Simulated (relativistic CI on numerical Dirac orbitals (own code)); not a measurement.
**Xe VII: calculation against measurement**

Computed by Dirac-Coulomb-Breit CI, separate exchange-only KLI orbitals for each configuration, QED by a radiative potential, valence Slater integrals scaled by 0.9, configuration energies shifted to the measured levels that pair with them (semi-empirical) (own radial code, finite nucleus).

Configuration list (outside the closed core [Kr]): 4d10.5s2, 4d10.5s.5p, 4d10.5p2, 4d10.5s.5d, 4d10.5s.6s, 4d10.5p.5d, 4d10.5s.6p, 4d10.5s.5f, 4d10.5p.6s, 4d10.5s.6d, 4d10.5s.7s, 4d10.5s.7p, 4d9.5s2.5p, 4d9.5s2.4f, 4d9.5s2.6p, 4d9.5s2.5f, 4d10.4f2, 4d10.5d2, 4d10.5s.4f, 4d10.4f.5p, 4d10.5s.5g, 4d10.4f.5d, 4d10.5f2, 4d10.5p.5f, 4d10.5g2, 4d10.5p.5g, 4d9.5s.5p2, 4d8.5s2.5p2, 4d10.5s.6f, 4d10.4f.5f. Levels of other configurations are missing.

| Configuration | Term (tabulated) | J | Measured (cm⁻¹) | Computed | Error | Purity (%) |
| --- | --- | --- | --- | --- | --- | --- |
| 4d10.5s2 | 1S | 0 | 0.0 | 0 | 0 | 98 |
| 4d10.5s.5p | 3P° | 0 | 96141.0 | 96159 | 18 | 100 |
| 4d10.5s.5p | 3P° | 1 | 100451.0 | 100433 | -18 | 96 |
| 4d10.5s.5p | 3P° | 2 | 113676.0 | 113227 | -449 | 100 |
| 4d10.5s.5p | 1P° | 1 | 143259.0 | 143889 | 630 | 94 |
| 4d10.5p2 | 3P | 0 | 223673.0 | 224501 | 828 | 91 |
| 4d10.5p2 | 3P | 1 | 234685.0 | 234685 | 0 | 100 |
| 4d10.5p2 | 1D | 2 | 236100.0 | 234451 | -1649 | 61 |
| 4d10.5p2 | 3P | 2 | 251853.0 | 250260 | -1593 | 70 |
| 4d10.5p2 | 1S | 0 | 273208.0 | 277707 | 4499 | 88 |
| 4d10.5s.5d | 3D | 1 | 287772.0 | 287802 | 30 | 99 |
| 4d10.5s.5d | 3D | 2 | 288712.0 | 288682 | -30 | 99 |
| 4d10.5s.5d | 3D | 3 | 290340.0 | 290187 | -153 | 99 |
| 4d10.5s.5d | 1D | 2 | 307542.0 | 309532 | 1990 | 78 |
| 4d10.5s.6s | 3S | 1 | 354833.0 | 353798 | -1035 | 100 |
| 4d10.5s.6s | 1S | 0 | 361671.0 | 362706 | 1035 | 100 |
| 4d10.5p.5d | 3F° | 2 | 393792.0 | 391416 | -2376 | 83 |
| 4d10.5s.6p | 3P° | 1 | 400893.0 | 401326 | 433 | 77 |
| 4d10.5p.5d | 3F° | 3 | 401413.0 | 398845 | -2568 | 91 |
| 4d10.5s.6p | 1P° | 1 | 407802.0 | 407801 | -1 | 73 |
| 4d10.5s.6p | 3P° | 2 | 408347.0 | 407548 | -799 | 81 |
| 4d10.5p.5d | 3D° | 1 | 411022.0 | 411859 | 837 | 64 |
| 4d10.5p.5d | 3F° | 4 | 412567.0 | 409309 | -3258 | 98 |
| 4d10.5p.5d | 3D° | 3 | 423028.0 | 423314 | 286 | 89 |
| 4d10.5p.5d | 3P° | 1 | 424567.0 | 424281 | -286 | 72 |
| 4d10.5p.5d | 1F° | 3 | 438428.0 | 440814 | 2386 | 72 |
| 4d10.5p.5d | 1P° | 1 | 441376.0 | 445366 | 3990 | 86 |
| 4d10.5s.5f | 3F° | 2 | 462702.0 | 462652 | -50 | 98 |
| 4d10.5s.5f | 3F° | 3 | 462791.0 | 462841 | 50 | 98 |
| 4d10.5s.5f | 3F° | 4 | 463159.0 | 463099 | -60 | 98 |
| 4d10.5s.5f | 1F° | 3 | 467700.0 | 468355 | 655 | 80 |
| 4d10.5p.6s | 3P° | 1 | 470805.0 | 470113 | -692 | 79 |
| 4d10.5s.6d | 3D | 1 | 475990.0 | 475858 | -132 | 100 |
| 4d10.5s.6d | 3D | 2 | 476220.0 | 476220 | 0 | 99 |
| 4d10.5s.6d | 3D | 3 | 476800.0 | 476904 | 104 | 100 |
| 4d10.5p.6s | 3P° | 2 | 485435.0 | 485435 | 0 | 99 |
| 4d10.5p.6s | 1P° | 1 | 489957.0 | 490058 | 101 | 74 |
| 4d10.5s.7s | 3S | 1 | 506230.0 | 506230 | 0 | 100 |
| 4d10.5s.7p | 3P° | 0 | 527070.0 | 527070 | 0 | 100 |
| 4d10.5s.7p | 3P° | 1 | 527500.0 | 527371 | -129 | 72 |
| 4d10.5s.7p | 3P° | 2 | 529340.0 | 530210 | 870 | 99 |
| 4d9.5s2.5p | 1P° | 1 | 539264.0 | 538774 | -490 | 83 |
| 4d9.5s2.5p | 3D° | 1 | 549828.0 | 550318 | 490 | 68 |
| 4d9.5s2.4f | 3P° | 1 | 650080.0 | 653634 | 3554 | 97 |
| 4d9.5s2.4f | 3D° | 1 | 683150.0 | 683150 | 0 | 97 |

Measured levels from Saloman, J. Phys. Chem. Ref. Data 33, 765 (2004); pairs were made by configuration, J and term (by order where the table uses no LS term), so strongly mixed levels may be paired wrongly.

Mean error by configuration (cm⁻¹): 4d10.5s.5p 45; 4d10.5p2 417; 4d10.5s.5d 459; 4d10.5s.6s 0; 4d10.5p.5d -124; 4d10.5s.6p -123; 4d10.5s.5f 149; 4d10.5p.6s -197; 4d10.5s.6d -9; 4d10.5s.7s 0; 4d10.5s.7p 247; 4d9.5s2.5p 0; 4d9.5s2.4f 1777. Over the excited levels the mean absolute error is 876 cm⁻¹ (44 of the 47 excited levels that our extract of the source holds in range could be paired, and the others can miss by more), and the median relative error of those above 1,000 cm⁻¹ is 0.09 %, both after the shifts were fitted to these levels, so that a configuration with one level shows no error.

Configurations whose levels could be paired with our table of measured levels were shifted onto them, all but the ground configuration, by the median error of their levels; single terms can still be off by 1,000 to 2,000 cm⁻¹ or more, and rates follow the energies as ν³ (E1, M1) or ν⁵ (E2). The others borrow a shift and can be off by several thousand cm⁻¹ or more. Levels and lines within the n = 5 or 6 shells can be off by up to 10 % or somewhat more, and those that change n by about 2 %, since core polarisation is missing. 44 of the 47 excited levels that our extract of the measured tables holds in this range could be paired (the sources list more); they are missed by 876 cm⁻¹ on average and 4499 at most, after the shifts were fitted to these levels, and levels without a partner can miss by more.

Shifts applied (cm⁻¹): 4d10.5s2 0; 4d10.5s.5p 3881; 4d10.5p2 1266; 4d10.5s.5d 2076; 4d10.5s.6s 1829; 4d10.5p.5d 2910; 4d10.5s.6p 4296; 4d10.5s.5f 2946; 4d10.5p.6s -1418; 4d10.5s.6d 2930; 4d10.5s.7s 6100; 4d10.5s.7p 4276; 4d9.5s2.5p -9292; 4d9.5s2.4f -6587; 4d9.5s2.5f -25095.
